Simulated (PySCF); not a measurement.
**C₆ coefficients of unlike pairs at PBE**

Calculated with PySCF 2.14 from the dipole response of each species, C₆(A,B) = (3/π) ∫ α_A(iu) α_B(iu) du, in atomic units, from isotropic polarisabilities. For ions this is the dispersion term alone; charge-induced terms of lower order in 1/R come first.

```csv
species,configuration,basis,relativity,α (bohr³),C₆ (like pair)
N²⁺,[He] 2s2 2p1 (2P),def2-QZVPPD (8s4p4d2f1g),none,2.585,3.666
Se⁺,[Ar] 3d10 4s2 4p3 (4S),"aug-cc-pVTZ-PP with one added diffuse shell each of s, d, f type with ECP10MDF (7s5p5d3f)",core potential,14.54,89.04
Te²⁺,[Kr] 4d10 5s2 5p2 (3P),aug-cc-pVQZ-DK3 (9s8p6d3f2g),spin-free X2C,14.92,97.56
Be²⁺,1s2 (1S),"aug-cc-pVTZ with one added diffuse shell each of s, p, d, f type (6s5p4d3f)",none,0.04317,0.006384
```

Estimate C₆ for Be²⁺ with N²⁺.

The integral gives 0.1148. The combination rule 2 C_A C_B / (C_A α_B/α_A + C_B α_A/α_B) gives 0.1056 and the geometric mean 0.1530.

No spin-orbit coupling is included.

The other pairs:

```
      pair      C₆
  Se⁺, N²⁺   17.83
Be²⁺, Te²⁺  0.5477
 Te²⁺, Se⁺   93.02
 Be²⁺, Se⁺  0.4905
 Te²⁺, N²⁺   18.79
```
